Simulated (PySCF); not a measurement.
Computed properties of Si(OMe)2 (C2H6O2Si), SMILES CO[Si]OC

Si(OMe)2 (C₂H₆O₂Si), SMILES CO[Si]OC (connectivity only; charge and spin as stated), neutral, multiplicity 1. Geometry optimised at B3LYP-D3(BJ)/def2-SVP. Other conformers were not sampled. All values are computed for the isolated molecule unless a solvent is named; none is compared with measurement here.

**Structure.** The optimised structure has Cs symmetry. All 27 harmonic modes at B3LYP-D3(BJ)/def2-SVP (PySCF) are real, so it is a minimum. With heavy atoms numbered as in [Si:1]([O:2][CH3:3])[O:7][CH3:8], the shortest bond between them is O2–C3 at 1.409 Å and the longest Si1–O2 at 1.685 Å.

**Vibrations.** The strongest infrared lines (harmonic, unscaled, degenerate partners summed) lie at 1129 cm⁻¹ (408 km/mol, O 49 %, C 37 %, H 11 %), 1141 cm⁻¹ (105 km/mol, O 39 %, C 33 %, H 26 %), 748 cm⁻¹ (104 km/mol, Si 44 %, O 27 %, C 21 %, H 8 %). The softest mode is at 68 cm⁻¹ and the zero-point energy is 52.9 kcal/mol.

**Electronic structure.** ωB97X/def2-TZVP (PySCF) places the frontier levels at -9.34 and 0.98 eV, a gap of 10.32 eV, and gives a dipole moment of 1.71 D and a mean polarisability of 60.8 bohr³. PBE/def2-TZVP (PySCF) at the same geometry gives -5.84 and -1.89 eV, so its gap is 6.37 eV narrower. An orbital gap is neither the optical nor the fundamental gap.

**Excitations.** TDA-CAM-B3LYP/def2-SVPD (PySCF) has S1 at 5.32 eV (233 nm, f = 0.146, bright); the most intense of the 10 singlets computed lies at 7.72 eV (f = 0.37). T1 (TDA) is at 3.20 eV, 2.12 eV under S1. TDA-PBE/def2-SVPD (PySCF) puts S1 at 4.90 eV. No vertical singlet excitation falls in the visible range (under 3.1 eV).

**NMR.** GIAO shifts at PBE0/pcSseg-1 (PySCF) (non-relativistic, atoms alike by connectivity averaged): ¹³C at 53.1 ppm against TMS; ¹H at 4.2 ppm against TMS; ²⁹Si at 74.0 ppm against TMS.

**Solvation.** SMD-PBE0/def2-SVP (PySCF) gives -1.1 kcal/mol in water, -2.5 kcal/mol in ethylethanoate, -2.3 kcal/mol in N,N-dimethylformamide (1 M in both phases, gas-phase geometry).
